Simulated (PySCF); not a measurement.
NICS in isomers of C8H10N2Si.

NICS is the negative of the GIAO shielding at a point without a nucleus: at the ring centre (0) and 1 Å above and below it (1); zz is the component along the ring normal. Level: GIAO PBE0/pcSseg-1 (PySCF, non-relativistic, gas phase) on the GFN2-xTB geometries, one conformer each. Atom numbers follow the mapped SMILES.

Question: Order these rings by mean NICS(1)zz, lowest (most negative) first (ppm).
A. ring C3–C4–C7–N8–N9–C10 in `[CH:1]#[C:2][c:3]1[c:4]([CH2:5][CH3:6])[cH:7][n:8][n:9][c:10]1[SiH3:11]`
B. ring N2–N3–C4–C5–C11 in `[CH3:1][n:2]1[n:3][cH:4][c:5]2[cH:6][c:7]([SiH3:8])[cH:9][cH:10][c:11]12`
C. ring C3–C4–N5–C10–N11 in `[SiH3:1][CH2:2][c:3]1[cH:4][n:5]2[cH:6][cH:7][cH:8][cH:9][c:10]2[n:11]1`

Answer: C (-35.8), B (-31.5), A (-25.5).

```
                SMILES                                                 ring  NICS(0)  NICS(1)  NICS(1)zz  HOMA  rms pucker (Å)  ring atoms with four or more neighbours
  [SiH3]Cc1cn2ccccc2n1  5-membered ring with 2 N; formal bonds all aromatic    -14.7    -13.6      -35.8  0.90            0.00                                        0
Cn1ncc2cc([SiH3])ccc21  5-membered ring with 2 N; formal bonds all aromatic    -13.3    -12.7      -31.5  0.86            0.00                                        0
 C#Cc1c(CC)cnnc1[SiH3]  6-membered ring with 2 N; formal bonds all aromatic     -5.0    -10.9      -25.5  0.96            0.00                                        0
```

NICS(0) gives the same order. The isotropic NICS(1) gives the same order. HOMA uses Krygowski's 1993 parameters. NICS(1) and NICS(1)zz are means over the two faces.
